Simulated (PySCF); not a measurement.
Several molecules and their computed UV-vis stick spectra, shuffled. Theory: PySCF 2.14.0, density-fitted response routines, TDDFT wB97X-D/def2-SVPD, vertical, gas phase, core orbitals frozen in the response. Geometries: GFN2-xTB; one conformer of each isolated species. Triplets are in the Tamm–Dancoff approximation.

A. `CO[C@@H]1CO[S@@](=O)O1`
B. `C(/C=C\C)C(F)F`
C. `CC[Si](N)(F)F`
D. `C[C@H]1COS(=O)(=O)O1`
E. `c1(cnc(nc1)F)OC`

Lowest singlet levels (six at most, fewer where fewer were computed) with oscillator strengths:

1. 8.28 eV (f 0.001); 8.51 eV (f 0.005); 8.85 eV (f 0.009); 9.00 eV (f 0.001); 9.32 eV (f 0.028); 9.35 eV (f 0.006); T1 7.89 eV
2. 6.08 eV (f 0.033); 7.23 eV (f 0.003); 7.41 eV (f 0.040); 7.70 eV (f 0.006); 8.07 eV (f 0.068); 8.09 eV (f 0.034); T1 4.98 eV
3. 4.52 eV (f 0.005); 4.96 eV (f 0.083); 5.65 eV (f 0.000); 6.28 eV (f 0.211); 6.69 eV (f 0.000); 7.12 eV (f 0.026); T1 3.70 eV
4. 7.40 eV (f 0.056); 8.70 eV (f 0.022); 8.74 eV (f 0.020); 9.06 eV (f 0.005); 9.39 eV (f 0.041); 9.48 eV (f 0.006); T1 7.10 eV
5. 7.39 eV (f 0.103); 7.47 eV (f 0.415); 8.05 eV (f 0.023); 8.25 eV (f 0.000); 8.62 eV (f 0.014); 8.77 eV (f 0.015); T1 4.59 eV

Problem. Which spectrum belongs to which structure?

Solution. 1 = D, 2 = A, 3 = E, 4 = C, 5 = B.
- A: S1 at 6.08 eV, HOMO→LUMO (91%); Löwdin shares by element: HOMO oxygen 56% or more, sulfur 28% (atoms not listed hold the other 16%); LUMO sulfur 52%, oxygen 42% or more; HOMO -9.92 and LUMO 1.26 eV.
- B: S1 at 7.39 eV, HOMO→LUMO+1 (53%), HOMO→LUMO (29%), HOMO→LUMO+2 (14%); Löwdin shares by element: HOMO carbon 82% or more (atoms not listed hold the other 18%); LUMO carbon 74% or more (atoms not listed hold the other 26%); HOMO -9.35 and LUMO 2.01 eV.
- C: S1 at 7.40 eV, HOMO→LUMO (83%); Löwdin shares by element: HOMO nitrogen 71%, hydrogen 14% or more, silicon 7%; LUMO silicon 30%, hydrogen 21% or more, nitrogen 10% (atoms not listed hold the other 39%); HOMO -10.25 and LUMO 1.88 eV.
- D: S1 at 8.28 eV, HOMO→LUMO (53%), HOMO→LUMO+1 (29%); Löwdin shares by element: HOMO oxygen 67% or more, carbon 7% or more (atoms not listed hold the other 26%); LUMO sulfur 24%, oxygen 18% or more, carbon 12% or more (atoms not listed hold the other 46%); HOMO -10.93 and LUMO 1.82 eV.
- E: S1 at 4.52 eV, HOMO-1→LUMO (99%); Löwdin shares by element: HOMO carbon 39% or more, oxygen 24% (atoms not listed hold the other 36%); LUMO carbon 44% or more, nitrogen 36% (atoms not listed hold the other 21%); HOMO -9.11 and LUMO 0.11 eV; point group Cs, 2 of its 6 listed states under f = 0.0005.
B and C have S1 within 0.02 eV of each other; their strongest listed levels stand at 7.47 eV (f 0.415) and 7.40 eV (f 0.056).
